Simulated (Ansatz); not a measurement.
Basis-set extrapolation for BH₉OSi₃ (`O[SiH2]B([SiH3])[SiH3]`) (PBE0-D4/def2-TZVP geometry, frozen core, the Gaussian-basis code of Ansatz). Multiplicity 1, RHF reference.

```
                      def2-TZVPP   def2-QZVPP
                 HF  -971.658676  -971.690479
    MP2 correlation    -0.715034    -0.768835
CCSD(T) correlation    -0.821054      not run
```

Energies in hartree. Use E(X) = E(∞) + A·exp(−7.88·√X) for Hartree–Fock and E(X) = E(∞) + B·X^(−2.97) for correlation, with X = 3 and 4, and add CCSD(T) minus MP2 of the smaller set to the MP2 limit.

Question: What is the CCSD(T) energy at the basis-set limit?

Answer: HF limit: -971.690479 + (-0.031803) × 0.13774 = -971.69486. MP2 limit: -0.768835 + (-0.053801) × 0.74074 = -0.80869. Higher-order term: -0.821054 − (-0.715034) = -0.10602. Total: -972.60957 hartree, 81.5 kcal/mol below CCSD(T)/def2-TZVPP.
